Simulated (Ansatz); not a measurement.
Program: Ansatz. Geometries: PBE0-D4/def2-TZVP. ΔE: electronic, gas phase. CCSD(T)/CBS adds triple-zeta CCSD(T) − MP2 to the extrapolated MP2 energy (def2 sets, frozen cores). Functionals use def2-TZVPP. For Ge outer-core shells are correlated without core-valence functions, which leaves a few kJ/mol of doubt a bond. Scalar relativity is left out up to krypton. Each species was taken in one conformer, which may not be the lowest.

`F[CH]([GeH3])CCl` + `C[SiH2][SiH2]S` → `S[SiH2][SiH2][GeH3]` + `CC(F)CCl`  (formal exchange of groups at a Ge–C bond)

| level | ΔE (kJ/mol) |
| --- | --- |
| r2SCAN-D4 | -35.2 |
| PBE0-D4 | -40.0 |
| ωB97M-V | -31.9 |
| PBE0 | -38.9 |
| HF/def2-TZVPP | -35.6 |
| CCSD(T)/def2-TZVPP | -35.0 |
| MP2/CBS(def2) | -31.8 |
| CCSD/CBS(def2) | -35.3 |

Task: What does CCSD(T)/CBS give? (Best estimate.)

Result: Ansatz gave: -35.3 kJ/mol. The listed levels differ from it by 0.1, -4.7, 3.4, -3.6, -0.3, 0.3, 3.5, 0.0 kJ/mol.

Largest T1 diagnostic among the species: 0.012.
